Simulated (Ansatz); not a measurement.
Ansatz (a quantum-chemistry and plane-wave program) job for C2H6BNO2, SMILES B(OC=C)(O)N, PBE/def2-SVPD. The structure is a stationary point at PBE-D3(BJ)/def2-SVP. The structure was generated by enumeration, and PubChem lists no compound with its InChIKey, so it may never have been made. The values are those of a single conformer.

Ansatz 0.2 input:
```yaml
crystal:
  periodic: [false, false, false]
  atoms:
    - {symbol: C, position_ang: [1.23436779, 0.58318950, -1.74185457]}
    - {symbol: C, position_ang: [1.54364143, 0.28279028, -0.46347787]}
    - {symbol: O, position_ang: [0.70523222, 0.21109663, 0.59613702]}
    - {symbol: B, position_ang: [-0.63767199, -0.18135783, 0.58600669]}
    - {symbol: N, position_ang: [-1.19453710, -0.91746143, -0.49225411]}
    - {symbol: O, position_ang: [-1.32391241, 0.18941440, 1.72077287]}
    - {symbol: H, position_ang: [0.20759516, 0.81324876, -2.06207514]}
    - {symbol: H, position_ang: [2.03950195, 0.63511697, -2.48753102]}
    - {symbol: H, position_ang: [2.59170734, 0.09809995, -0.16496108]}
    - {symbol: H, position_ang: [-2.14052111, -1.29180622, -0.50481300]}
    - {symbol: H, position_ang: [-0.62340438, -1.20368204, -1.28725679]}
    - {symbol: H, position_ang: [-2.24337306, -0.12192508, 1.71909806]}
basis:
  gaussian:
    orbitals: def2-SVPD
hamiltonian:
  xc: {name: PBE}
```

It prints:

```
WARN ansatz: RAYON_NUM_THREADS=2 ignored (pool sized by the plan → 2); use --threads N
Functional definition: PBE
integrals: 0.10 GiB planned
1426 factors; their error is unknown
mean field: 0.74 GiB planned
mean field evaluation 1: about -8403.5334 eV, gradient 9.0e1 eV
mean field evaluation 2: about -8366.0025 eV, gradient 1.6e2 eV
mean field evaluation 4: about -8419.1676 eV, gradient 1.7e1 eV
mean field evaluation 8: about -8419.7872 eV, gradient 1.3e-1 eV
mean field evaluation 16: about -8419.7142 eV, gradient 3.2e-4 eV
mean field -8419.71421529 eV, -309.4187903245 hartree, gradient 3.3e-5 eV, S^2 0.000000; 0 other end points of the search recorded, 0 dependent functions left out
reference -8419.71426344 eV, -309.4187920942 hartree; 23, 23 occupied and 151, 151 virtual orbitals, 1426 factors
Total energy: -8419.71426344 eV, -309.4187920942 hartree
```

The calculation finished and met its thresholds.

Cost: very roughly 4 core-seconds.
